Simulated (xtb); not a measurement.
Input file for xtb: GFN-FF on C2H5F (a complex), monomers drawn apart or pushed together.

```
$ xtb mol.xyz --gfnff --sp --chrg 0 --uhf 0
8

F     -0.04401971     0.39980914    -0.26978324
H     -0.01821981     0.28339397     0.65836339
C      0.45579999    -0.75189142     4.45533941
C     -0.27735324     0.34488663     4.61313639
H      0.00128385    -1.72955079     4.34974286
H      1.53827188    -0.71445743     4.43512100
H      0.17739930     1.32138669     4.72804479
H     -1.35956895     0.30626555     4.64268345
```

**Question.** What total energy does the run end on?

**Answer.** -1.1160 hartree.
